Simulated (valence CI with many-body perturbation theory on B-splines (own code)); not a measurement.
Which ion has this spectrum?

A relativistic CI+MBPT calculation for an atom or ion with 7 electrons gives these levels (eV):

```csv
J,Parity,E,g
3/2,odd,0.00,1.41
3/2,odd,137.05,1.42
5/2,odd,154.10,1.19
1/2,odd,177.51,0.65
5/2,even,306.91,1.51
3/2,odd,315.31,1.27
1/2,even,359.06,2.21
3/2,even,360.26,1.26
3/2,even,463.41,1.46
5/2,even,489.39,1.27
1/2,even,515.81,1.48
3/2,even,527.76,1.10
1/2,even,671.00,1.61
3/2,odd,716.20,1.32
```

The energies are calculated, and their last digits are not significant.

(1) Which is it?
A. Cd41+
B. Rh38+
C. Tc36+
D. Pd39+

## Answers

(1) B. Rh38+, ground level (2s^2 2p1/2^2 2p3/2) J=3/2.
